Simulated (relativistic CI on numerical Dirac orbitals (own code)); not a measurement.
Slater and spin-orbit integrals, Ga¹⁰⁺

Computed by Dirac-Coulomb-Breit CI, orbitals from a KLI potential per configuration, model QED, unscaled Slater integrals (own radial code, finite nucleus).

Slater integrals F^k, G^k are unscaled and averaged over j, outside the closed core [Ne]; ζ comes from projecting the Hamiltonian with its Breit term on Σ l·s of the shell.

- 3s2.3p6.3d3: F^2(3d,3d) = 168730, F^4(3d,3d) = 107630, ζ(3d) = 2173.4 cm⁻¹; <r>(3d) = 0.5878, <r^2>(3d) = 0.4095 (bohr units).
- 3s2.3p5.3d4: ζ(3p) = 23554, F^2(3d,3d) = 168240, F^4(3d,3d) = 107300, F^2(3p,3d) = 160960, G^1(3p,3d) = 189010, G^3(3p,3d) = 120350, ζ(3d) = 2116 cm⁻¹; <r>(3p) = 0.6084, <r^2>(3p) = 0.4283, <r>(3d) = 0.5893, <r^2>(3d) = 0.4117 (bohr units).
- 3s.3p6.3d4: F^2(3d,3d) = 168050, F^4(3d,3d) = 107170, G^2(3s,3d) = 145080, ζ(3d) = 2164 cm⁻¹; <r>(3s) = 0.6046, <r^2>(3s) = 0.4172, <r>(3d) = 0.5899, <r^2>(3d) = 0.4126 (bohr units).

Q: Give the Racah parameters of the d shell in 3s2.3p6.3d3.

A: B = F²/49 − 5F⁴/441 = 2223 cm⁻¹ and C = 35F⁴/441 = 8542 cm⁻¹.

Averages of the first 10 configurations, taken without configuration mixing, which lowers the lowest level and can move excited configurations by several eV; other configurations of the list can lie among them:

| Configuration | Parity | States | Average energy above the lowest level (eV) |
| --- | --- | --- | --- |
| 3s2.3p6.3d3 | even | 120 | 6.1 |
| 3s2.3p5.3d4 | odd | 1260 | 90.9 |
| 3s.3p6.3d4 | even | 420 | 150.3 |
| 3s2.3p6.3d2.4s | even | 90 | 110.2 |
| 3s2.3p6.3d2.4p | odd | 270 | 127.6 |
| 3s2.3p6.3d2.4d | even | 450 | 154.4 |
| 3s2.3p6.3d.4s.4p | odd | 120 | 241.7 |
| 3s2.3p6.3d2.4f | odd | 630 | 176.8 |
| 3s2.3p6.3d2.5s | even | 90 | 185.8 |
| 3s2.3p5.3d3.4s | odd | 1440 | 193.1 |
